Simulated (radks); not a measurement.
Results of a calculation; reference values are marked as such.
All-electron atom: La+ in [Xe] 5d2. Level of theory: Dirac Kohn-Sham, Slater X-alpha with alpha = 0.934, spin-unpolarised, spherical densities, finite nucleus; open shells are shared between the two j in proportion to 2j + 1; Fermi nuclear charge, rms radius 4.855 fm (a radial shooting solver on a logarithmic mesh with Libxc functionals).

Unscreened Slater integrals over Kohn-Sham orbitals (cm^-1). Large and small components are both included.

integral,value
"F0(5d5/2,5d5/2)",74342
"F2(5d5/2,5d5/2)",38403
"F4(5d5/2,5d5/2)",25269
"F0(5d5/2,5d3/2)",74947
"F2(5d5/2,5d3/2)",38712
"G2(5d5/2,5d3/2)",38700
"G4(5d5/2,5d3/2)",25470
"F0(5d5/2,5p3/2)",86872
"F2(5d5/2,5p3/2)",41258
"G1(5d5/2,5p3/2)",47753
"G3(5d5/2,5p3/2)",29443
"F0(5d5/2,5p1/2)",87905
"G3(5d5/2,5p1/2)",27908
"F0(5d3/2,5d3/2)",75568
"F2(5d3/2,5d3/2)",39045
"F0(5d3/2,5p3/2)",87894
"F2(5d3/2,5p3/2)",42135
"G1(5d3/2,5p3/2)",49327
"G3(5d3/2,5p3/2)",30401
"F0(5d3/2,5p1/2)",88972
"G1(5d3/2,5p1/2)",46818
"F0(5p3/2,5p3/2)",110380
"F2(5p3/2,5p3/2)",59464
"F0(5p3/2,5p1/2)",112790
"G2(5p3/2,5p1/2)",60384
"F0(5p1/2,5p1/2)",115420
